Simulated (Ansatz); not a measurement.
The same path of CH5ClSn (8 atoms, charge 0, multiplicity 1) was run twice with different band settings. Lost on the way: Sn1–Cl2, Sn1–H3. Made: Cl2–H3.

Method: Ansatz 0.2.0, RKS BHLYP-D4/def2-SVP.

Relaxed end points:

```xyz
8
Properties=species:S:1:pos:R:3
Sn 0.251 -0.002 -0.013
Cl 0.815 -0.349 2.257
H 1.731 0.152 -0.843
H -0.651 1.443 -0.052
C -0.881 -1.716 -0.610
H -1.664 -1.903 0.126
H -1.337 -1.545 -1.587
H -0.226 -2.587 -0.665
```

```xyz
8
Properties=species:S:1:pos:R:3
Sn -0.074 0.296 -1.096
Cl 1.406 -0.097 1.544
H 2.583 -0.181 1.045
H -1.253 1.150 -0.080
C -1.019 -1.669 -0.738
H -1.237 -1.826 0.322
H -1.973 -1.691 -1.279
H -0.397 -2.488 -1.105
```

Common settings: movable images 5; climbing image yes; optimiser quadratic models (default); start path through a guess of the saddle point; force threshold 0.05 eV/Å; iteration limit 60; end points relaxed.

| run | spring |
| --- | --- |
| 1 | 5.0 eV/Å² |
| 2 | 2.0 to 10.0 eV/Å², energy-weighted |

(1) What does each run give, and how far can it be trusted?

Answers

(1) Run 1: converged after 11 iterations, highest image 2.310 eV above the first end. A vibrational analysis at the climbing image gives one clearly imaginary mode, 1147i cm⁻¹: a first-order saddle point.
Run 2: converged after 16 iterations, highest image 2.307 eV above the first end. Neighbouring images differ by up to 1.4 eV, so the band resolves the path poorly. The order of the point at the top wasn't checked.
The orbitals stay closed-shell, which can raise the energy where a bond breaks towards radicals; this wasn't checked here.
